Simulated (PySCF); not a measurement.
Vibration and rotation of NaCd⁺

RHF-CCSD(T) constants of NaCd⁺, ¹Σ⁺ (singlet), closed shell (basis Na def2-SVP, Cd def2-SVP with ECP28; scalar-relativistic core potentials; PySCF 2.14; masses 22.9898 and 113.9034 u):

```
ωe             : 115.0 cm⁻¹
ωexe           : 0.997 cm⁻¹
Be             : 0.086247 cm⁻¹
αe             : 0.000893 cm⁻¹
De to Na⁺ + Cd : 0.391 eV
```

(1) What force constant and bond length do these constants imply?

(2) Estimate the centrifugal constant D from the Kratzer relation and find the Dunham coefficient a1.

Correlated steps freeze 1 core orbital. The bond is weak. Basis-set superposition, not corrected here, can be much of De in a small basis, most of all at correlated wavefunction levels. For an ion De counts to the pair picked by the measured ionisation energies or electron affinities, which need not be the lowest pair at this level.

Answers

(1) Reduced mass μred = 19.129 u; k = 5.8918×10⁻⁷·μred·ωe² (u, cm⁻¹, mdyn/Å) = 0.149 mdyn/Å; Re = √(16.8576/(μred·Be)) (u, cm⁻¹, Å) = 3.197 Å.

(2) D = 4Be³/ωe² = 1.94e-07 cm⁻¹; a1 = −1 − αeωe/(6Be²) = -3.30.
